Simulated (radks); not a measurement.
All-electron atom: Ni6+ in [Ar] 3d3 4p1 (not the ground configuration). Method: scalar-relativistic Kohn-Sham, r2SCAN, spin-polarised, spherical densities, finite nucleus; open shells are filled with parallel spins first; meta-GGA in the generalised Kohn-Sham scheme; Fermi nuclear charge, rms radius 3.7757 fm; computed with a radial shooting solver on a logarithmic mesh with Libxc functionals.

Normalised radial functions P(r) = r R(r), r in bohr:

r	3p up	3p down	4p up
0.005656	0.0086	0.0085	0.0038
0.008303	0.0176	0.0173	0.0077
0.01219	0.0352	0.0348	0.0154
0.0179	0.0692	0.0683	0.0303
0.02628	0.1311	0.1295	0.0573
0.03858	0.2358	0.2328	0.1030
0.05664	0.3914	0.3863	0.1706
0.08315	0.5755	0.5679	0.2495
0.1231	0.6959	0.6863	0.2973
0.1807	0.5661	0.5569	0.2293
0.2652	0.0379	0.0338	-0.0173
0.3894	-0.7533	-0.7477	-0.3531
0.5717	-1.2723	-1.2640	-0.4570
0.8394	-1.0817	-1.0855	-0.0477
1.232	-0.4919	-0.5017	0.6153
1.809	-0.1046	-0.1076	0.8588
2.656	-0.0083	-0.0081	0.4652
3.9	-0.0001	-0.0001	0.0873
5.725	0.0000	0.0000	0.0040

3p up: eigenvalue -200.50 eV, 1 radial node at r = 0.271 bohr, <r> = 0.716 bohr, 90 % of the charge inside 1.08 bohr. 3p down: eigenvalue -193.91 eV, 1 radial node at r = 0.270 bohr, <r> = 0.721 bohr, 90 % of the charge inside 1.09 bohr. 4p up: eigenvalue -70.329 eV, 2 radial nodes at r = 0.260, 0.864 bohr, <r> = 1.81 bohr, 90 % of the charge inside 2.60 bohr.
